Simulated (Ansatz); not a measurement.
Consider the formal exchange of groups at a C–C bond: `CC(O)F` + `C1=C[SiH2]1` → `C[SiH]1C=C1` + `OCF`.

Program: Ansatz. Geometries: PBE0-D4/def2-TZVP. ΔE: electronic, gas phase. CBS: MP2 limit from def2 TZ/QZ plus the TZ coupled-cluster correction, frozen cores. Functionals use def2-TZVPP. Each species was taken in one conformer, which may not be the lowest.

```csv
level,ΔE (kJ/mol)
r2SCAN0-D4,-19.8
CCSD/def2-TZVPP,-18.3
```

Problem. What does CCSD(T)/CBS give? (Best estimate.)

Solution. The calculation gave: -19.1 kJ/mol. The listed levels differ from it by -0.7, 0.8 kJ/mol.

Problem. What do rigid-rotor, harmonic-oscillator terms from PBE0-D4/def2-TZVP frequencies (298.15 K, 1 bar) make of the CCSD(T)/CBS value? (Best estimate.)

Solution. Ansatz gave: ΔZPE = +3.3 kJ/mol, ΔH = -14.3 kJ/mol, ΔS = 17 J/(mol·K), ΔG = -19.3 kJ/mol.

Largest T1 diagnostic among the species: 0.013.

In def2-TZVPP, CCSD(T) changes the Hartree–Fock value by −3.5 kJ/mol (the triples alone add −0.4 kJ/mol) and MP2 by −6.8 kJ/mol. Leaving LDA and LC-ωPBE aside and taking each functional with its dispersion term where it has one, the values, not all of them listed here, spread over 4.7 kJ/mol, from revPBE-D4 to ωB97X-V. LDA lies +7.1 kJ/mol from PBE without D4.
